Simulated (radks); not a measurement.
Results of a calculation; reference values are marked as such.
Problem. The terbium ion Tb2+, 63 electrons, occupied as [Xe] 4f9 (the NIST ground configuration). Level of theory: scalar-relativistic Kohn-Sham, PBE, spin-unpolarised, spherical densities, finite nucleus; Fermi nuclear charge, rms radius 5.06 fm; hard spherical wall at 3 bohr (a radial shooting solver on a logarithmic mesh with Libxc functionals). Some entries of the table are withheld. Estimate them.

| orbital | occ. | eigenvalue (hartree) | r(max) (bohr) |
|---|---|---|---|
| 1s | 2 | -1905.736 | 0.01364 |
| 2s | 2 | -316.1048 | (1) |
| 2p | 6 | -280.9357 | 0.06280 |
| 3s | 2 | (2) | 0.2198 |
| 3p | 6 | (3) | 0.2158 |
| 3d | 10 | -45.29184 | 0.1764 |
| 4s | 2 | -14.10825 | 0.5048 |
| 4p | 6 | -10.53914 | (4) |
| 4d | 10 | -5.64029 | 0.5471 |
| 5s | 2 | -2.05941 | 1.190 |
| 5p | 6 | -1.20278 | 1.349 |
| 4f | 9 | -0.36663 | (5) |
| 5d | 0 | -0.05423 | 1.672 |
| 6s | 0 | 0.72391 | 2.179 |
| 6p | 0 | 1.36893 | (6) |

Solution. 
(1) 2s r(max) (bohr): 0.07750
(2) 3s eigenvalue (hartree): -70.28093
(3) 3p eigenvalue (hartree): -59.43226
(4) 4p r(max) (bohr): 0.5271
(5) 4f r(max) (bohr): 0.5579
(6) 6p r(max) (bohr): 2.263
